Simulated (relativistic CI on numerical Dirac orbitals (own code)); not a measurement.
# Os3+ (5d5) in a crystal field

Calculated by Dirac-Coulomb-Breit CI, orbitals from a KLI potential per configuration, model QED, valence Slater integrals scaled by 0.75, one configuration in a parametric crystal field (own radial code).

Field parameters in Wybourne normalisation: D3d B²₀ = −7Dσ, B⁴₀ = −14Dq − 21Dτ, B⁴₃ = −14√(10/7) Dq. The field is a parameter set, without covalency.

S and J are read from ⟨S²⟩ = S(S + 1) and ⟨J²⟩ = J(J + 1) of each level; they are not fictitious spins.

D3d, 10Dq = 38500, Dσ = -1200, Dτ = 400 cm⁻¹, the lowest 10 levels:

| E (cm⁻¹) | Degeneracy | Irrep | S | J |
| --- | --- | --- | --- | --- |
| 0.0 | 2 | Γ4 | 0.56 | 4.41 |
| 6082 | 2 | Γ4 | 0.54 | 4.30 |
| 6354 | 2 | Γ5+Γ6 | 0.54 | 4.32 |
| 29676 | 2 | Γ4 | 1.49 | 3.79 |
| 29972 | 2 | Γ5+Γ6 | 1.50 | 3.86 |
| 31619 | 2 | Γ4 | 1.52 | 3.71 |
| 32468 | 2 | Γ5+Γ6 | 1.48 | 3.55 |
| 32759 | 2 | Γ4 | 1.48 | 3.45 |
| 33659 | 2 | Γ4 | 1.48 | 3.17 |
| 36495 | 2 | Γ4 | 1.41 | 3.71 |

Principal g values of the ground doublet: 1.91, 1.91, 2.69.

D3d, 10Dq = 38500, Dσ = -980, Dτ = 400 cm⁻¹, the lowest 16 levels:

```
E (cm⁻¹)  Degeneracy  Irrep     S     J
     0.0           2     Γ4  0.56  4.41
    6191           2  Γ5+Γ6  0.54  4.32
    6346           2     Γ4  0.54  4.30
   29686           2     Γ4  1.49  3.79
   29961           2  Γ5+Γ6  1.50  3.86
   31636           2     Γ4  1.53  3.71
   32604           2  Γ5+Γ6  1.48  3.55
   32641           2     Γ4  1.48  3.46
   33625           2     Γ4  1.48  3.17
   36705           2     Γ4  1.43  3.74
   37170           2     Γ4  1.43  3.61
   37194           2  Γ5+Γ6  1.43  3.50
   37443           2  Γ5+Γ6  1.38  3.63
   37489           2     Γ4  1.34  3.61
   37939           2     Γ4  1.35  3.55
   39822           2  Γ5+Γ6  0.64  5.07
```

Principal g values of the ground doublet: 1.83, 1.83, 2.84.

D3d, 10Dq = 38500, Dσ = -760, Dτ = 400 cm⁻¹, the lowest 16 levels:

| E (cm⁻¹) | Degeneracy | Irrep | S | J |
| --- | --- | --- | --- | --- |
| 0.0 | 2 | Γ4 | 0.56 | 4.41 |
| 6041 | 2 | Γ5+Γ6 | 0.54 | 4.32 |
| 6633 | 2 | Γ4 | 0.54 | 4.30 |
| 29686 | 2 | Γ4 | 1.49 | 3.80 |
| 29940 | 2 | Γ5+Γ6 | 1.50 | 3.85 |
| 31628 | 2 | Γ4 | 1.53 | 3.70 |
| 32488 | 2 | Γ4 | 1.48 | 3.47 |
| 32751 | 2 | Γ5+Γ6 | 1.48 | 3.54 |
| 33651 | 2 | Γ4 | 1.48 | 3.18 |
| 36813 | 2 | Γ4 | 1.46 | 3.75 |
| 37139 | 2 | Γ4 | 1.40 | 3.59 |
| 37194 | 2 | Γ5+Γ6 | 1.43 | 3.53 |
| 37458 | 2 | Γ4 | 1.34 | 3.60 |
| 37551 | 2 | Γ5+Γ6 | 1.38 | 3.62 |
| 37904 | 2 | Γ4 | 1.35 | 3.56 |
| 39824 | 2 | Γ5+Γ6 | 0.65 | 5.06 |

Principal g values of the ground doublet: 1.74, 1.74, 2.97.

The free-ion ground term has S = 5/2. The field overcomes the spin-pairing energy for D3d, 10Dq = 38500, Dσ = -1200, Dτ = 400 cm⁻¹; D3d, 10Dq = 38500, Dσ = -980, Dτ = 400 cm⁻¹; D3d, 10Dq = 38500, Dσ = -760, Dτ = 400 cm⁻¹, where the ground state has lower spin; these fields are assumed values.

Levels of this model without a field, named by their leading LS term (the scale mimics covalency, so terms lie below those of the real free ion): 6S_5/2 0, 4G_5/2 14695, 4G_7/2 18394, 4G_11/2 19174, 4P_3/2 19369, 4G_5/2 19640, 4G_9/2 19935, 4P_1/2 21742 cm⁻¹.
